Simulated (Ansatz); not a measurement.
H₄Si₂, singlet, at the geometry of the source list; MP2/6-31G* run with Ansatz (a quantum-chemistry and plane-wave program).

Input for Ansatz:
Ansatz 0.2 input:
```yaml
crystal:
  periodic: [false, false, false]
  atoms:
    - {symbol: Si, position_ang: [-0.55400000, -0.01010000, -0.00640000]}
    - {symbol: Si, position_ang: [1.55890000, 0.86810000, -0.09950000]}
    - {symbol: H, position_ang: [-0.93970000, -0.99400000, -1.03200000]}
    - {symbol: H, position_ang: [-1.48610000, 1.11320000, -0.20730000]}
    - {symbol: H, position_ang: [-0.98950000, -0.62700000, 1.25750000]}
    - {symbol: H, position_ang: [2.41040000, -0.35010000, 0.08770000]}
basis:
  gaussian:
    orbitals: 6-31G*
magnetization: {spin_polarized: false}
correlation: {method: mp2}
```

Question: Predict the main parts of the log of this Ansatz run.

Answer: 
```
Functional definition: HF
458 factors; integrals over basis functions are off by at most 8.0e-4 eV
mean field evaluation 1: about -15783.7845 eV, gradient 1.1e1 eV
mean field evaluation 2: about -15783.7935 eV, gradient 1.1e1 eV
mean field evaluation 4: about -15784.5990 eV, gradient 7.2e-1 eV
mean field evaluation 8: about -15784.6046 eV, gradient 5.1e-4 eV
mean field -15784.60455816 eV, -580.0735183231 hartree, gradient 3.5e-6 eV, S^2 0.000000; 0 other end points of the search recorded, 0 dependent functions left out; unrestricted orbitals would lower it
10 core orbitals not correlated
reference -15784.60455816 eV, -580.0735183231 hartree; 6, 6 occupied and 30, 30 virtual orbitals, 458 factors
second order -3.97232085 eV of doubles, -0.00000000 eV of singles
Total energy: -15788.57687901 eV, -580.2194984219 hartree
```
